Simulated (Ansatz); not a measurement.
Input and output for GaH₈NSi₂, SMILES `[SiH3]N[SiH2][GaH2]`.

```yaml
crystal:
  periodic: [false, false, false]
  atoms:
    - {symbol: Si, position_ang: [-0.709775, 1.331492, -0.591458]}
    - {symbol: N, position_ang: [0.125617, 1.081765, 0.868726]}
    - {symbol: Si, position_ang: [0.803131, -0.495588, 1.170396]}
    - {symbol: Ga, position_ang: [0.100608, -1.792254, -0.776057]}
    - {symbol: H, position_ang: [-0.789815, -0.022643, -1.339134]}
    - {symbol: H, position_ang: [-2.136438, 1.791203, -0.397138]}
    - {symbol: H, position_ang: [-0.085586, 2.281796, -1.561735]}
    - {symbol: H, position_ang: [0.268882, 1.871683, 1.471185]}
    - {symbol: H, position_ang: [0.316099, -1.075591, 2.478224]}
    - {symbol: H, position_ang: [2.342081, -0.404463, 1.356971]}
    - {symbol: H, position_ang: [1.030512, -1.838649, -2.048509]}
    - {symbol: H, position_ang: [-1.177821, -2.550200, -0.760157]}
basis:
  gaussian: {orbitals: def2-TZVPP, nuclear_model: gaussian}
hamiltonian: {xc: {name: HF}}
```

```sh
$ ansatz run in.yaml --threads 4 --pin off --events-out ev --progress --plain --max-ram 10444MiB
```

It prints (some lines left out):

```
Functional definition: HF
1802 factors; their error is unknown
mean field evaluation 1: about -69664.1778 eV, gradient 3.7e1 eV
mean field evaluation 2: about -69666.7530 eV, gradient 2.2e1 eV
mean field evaluation 4: about -69667.7622 eV, gradient 7.3e-1 eV
mean field evaluation 8: about -69668.7911 eV, gradient 6.0e-2 eV
mean field -69668.79111562 eV, -2560.2808502965 hartree, gradient 1.5e-5 eV, S^2 0.000000; 0 other end points of the search recorded, 0 dependent functions left out
reference -69668.79111562 eV, -2560.2808502965 hartree; 37, 37 occupied and 238, 238 virtual orbitals, 1802 factors
Total energy: -69668.79111562 eV, -2560.2808502965 hartree
```

Run time 2.6 s (4 threads of an Arm Neoverse V1 on a shared host); peak host memory 0.69 GiB.
